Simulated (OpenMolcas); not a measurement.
Cr3+.

```json
{"Program": "OpenMolcas", "Method": "CASSCF", "Basis": "ANO-RCC-VTZP [6s5p3d2f1g]", "Scalar Hamiltonian": "DKH2, point nucleus", "Active space": "3 electrons in 10 orbitals (3d 4d)", "State averaging": "2S+1 = 4 even, 10 roots; 2S+1 = 2 even, 40 roots", "Spin-orbit coupling": "RASSI with atomic mean-field integrals over the reference wave functions, term energies averaged over their components"}
```

Levels without dynamic correlation, in cm-1 above 3d3 4F 3/2:

| Level | E |
| --- | --- |
| 3d3 4P 1/2 | 17399 |
| 3d3 2G 7/2 | 17571 |
| 3d3 2H 9/2 | 23246 |
| 3d3 2P 1/2 | 23321 |
| 3d3 2D 3/2(1) | 25243 |
| 3d3 2F 7/2 | 40237 |

On this reference, MS-CASPT2, IPEA 0.25 Eh, imaginary shift 0.1 Eh (closed shells correlated: 3s 3p) puts 3d3 4P 1/2 at 14770 cm-1.

Estimate the other levels at that method by one scale factor, and say how well it serves.

The factor is 14770 / 17399 = 0.849. Scaled values beside those that MS-CASPT2 gives and measured ones (Sugar and Corliss, J. Phys. Chem. Ref. Data 6, 317 (1977)):
```
        Level  Scaled  MS-CASPT2  Miss (%)  Measured
   3d3 2G 7/2   14918      15520      -3.9     15052
   3d3 2H 9/2   19736      21780      -9.4     21066
   3d3 2P 1/2   19800      20090      -1.4     19519
3d3 2D 3/2(1)   21431      21490      -0.3     20650
   3d3 2F 7/2   34161      35580      -4.0     34363
```
For these levels the scaled values miss MS-CASPT2 by up to 9.4 %, as correlation changes each term by its own factor, spin-orbit parts do not scale and CASPT2 has its own spread within terms. This holds within one configuration; levels of others move differently, and the target method has errors of its own against measurement.

CASPT2 does not keep the components of a term degenerate, so their means are used; among the terms shown or strongly mixed into the levels shown the widest spread is 690 cm-1 (3d3 4F, MS-CASPT2). Active for correlation alone: 4d; no level in the range computed is led by a configuration that fills it, so any true level of that kind is missing. Without dynamic correlation excited terms often stand tens of per cent too high (terms of higher spin than the ground term too low), and those without a measured partner can miss by more than the paired ones (holds for CASSCF). Computed and measured levels are paired by configuration, term and J; levels that our copy of the source lacks, or whose pairing is in doubt (as where it misses far off the trend of its configuration), stay unpaired and out of the deviations. Levels of configurations outside the active space are missing.

A number in round brackets counts repeated terms of one configuration in the order of the reference energies.
